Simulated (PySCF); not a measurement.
Si(CCH)2(Cl)(F), SMILES C#C[Si](F)(Cl)C#C (C4H2ClFSi) at its PBE0/def2-SVP optimised geometry (Å):

```
9

C     -1.1241     0.9231    -0.0037
C     -0.7178    -0.2229     0.0000
Si    -0.1296    -1.9379     0.0000
F      1.4830    -1.9379     0.0000
Cl    -0.7407    -2.8847     1.7054
C     -0.7139    -2.8456    -1.4563
C     -1.1149    -3.4486    -2.4331
H     -1.4830     1.9379    -0.0073
H     -1.4685    -3.9824    -3.2983
```

Calculation: PBE0/def2-TZVP in PySCF. Cells within 0.4 Å of a nucleus heavier than hydrogen are left out (blank, or x).

Map of the HOMO−1 amplitude (bohr^(-3/2)) on the plane z = 0.0 Å; orbital energy -8.79 eV, overall sign arbitrary:

```
|555555555555555555555555555|
|555555555555555555555555555|
|555555555544444555555555555|
|555555555444444445555555555|
|555555555444444444555555555|
|555555555444444444455555555|
|555555555444444444455555555|
|555555555433344444445555555|
|555555665422334444445555555|
|555555677xx0233444444555555|
|555556689xx0123444444555555|
|555556789xx0123444444555555|
|555556678851023344444555555|
|5555566789xx013344445555555|
|5555556789xx123444455555555|
|555555667885333444555555555|
|555555566776444445555555555|
|555555556665544455555555555|
|555555555555544456655555555|
|555555555555xx455xxx5555555|
|555554444444xx554xx44455555|
|555444444444455544344455555|
|555444444444455544444455555|
|555444444444555554444455555|
|555444444444555555544555555|
|555444444445555555555555555|
|555444444445555555555555555|
```
Scale: ten equal steps from -0.170 (start of '0') to 0.166 (end of '9'), in the order '0123456789'; x runs from -4.00 to 4.00, y from -4.00 (bottom) to 4.00 (top).
